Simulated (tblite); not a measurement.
Start geometry of `C1[Si@@H](C=C1F)C#CCC#N` from a force field or distance geometry (Å):
```
atom  x, y, z in Å
N1     4.8542    1.3514   -0.0032
C2     4.0710    0.4717   -0.0796
C3     3.1140   -0.6394   -0.1487
C4     1.7253   -0.1316   -0.1073
C5     0.5888    0.2780   -0.0664
Si6   -1.1350    0.9110   -0.0693
C7    -2.1135    0.1778    1.2157
C8    -2.9017   -0.4981    0.4691
F9    -3.9660   -1.3514    0.7934
C10   -2.3845   -0.1372   -0.8310
H11    3.2059   -1.3269    0.7016
H12    3.2975   -1.1305   -1.1310
H13   -1.2256    2.3663   -0.2507
H14   -2.0716    0.2569    2.3359
H15   -3.0942    0.4484   -1.4879
H16   -1.9723   -1.0375   -1.3520
```

Task: What comes out of this run: GFN2-xTB geometry optimisation, gas phase (tblite)?

Result: 
```
atom  x, y, z in Å
N1     4.782    1.349   -0.005
C2     4.055    0.472   -0.085
C3     3.127   -0.632   -0.186
C4     1.763   -0.133   -0.126
C5     0.642    0.303   -0.078
Si6   -1.082    0.953    0.013
C7    -2.163    0.213    1.372
C8    -2.897   -0.459    0.487
F9    -3.943   -1.270    0.714
C10   -2.375   -0.173   -0.882
H11    3.308   -1.327    0.641
H12    3.296   -1.154   -1.135
H13   -1.133    2.386   -0.257
H14   -2.271    0.231    2.442
H15   -3.106    0.310   -1.528
H16   -2.010   -1.060   -1.397
```

The energy falls by 1.066 eV over 59 L-BFGS steps, the largest force on an atom goes from 7.48 to 0.008 eV/Å, and the atoms move by 0.104 Å rms after alignment. The bond that changes most is Si6–C10 (SiH silicon to sp3 carbon bound to silicon), which lengthens by 0.134 Å. Bonds longer at the end by more than 0.005 Å: 5 of 16; shorter: 9. Among the angles that change most is C7–C8–C10, from 99.9° to 108.6°. Rotational constants go from 4056, 372.9, 362.3 to 3947, 375.0, 366.2 MHz. The orientation of the end geometry is arbitrary; only internal coordinates are fixed.

Its lowest GFN2-xTB frequency is 4 cm⁻¹, too small to tell a flat minimum from a shallow saddle. 3 starts were optimised and ended at 0.00, 0.03 and 0.18 kcal/mol (GFN2-xTB); the lowest of these is shown.

All values are computed, not measured.
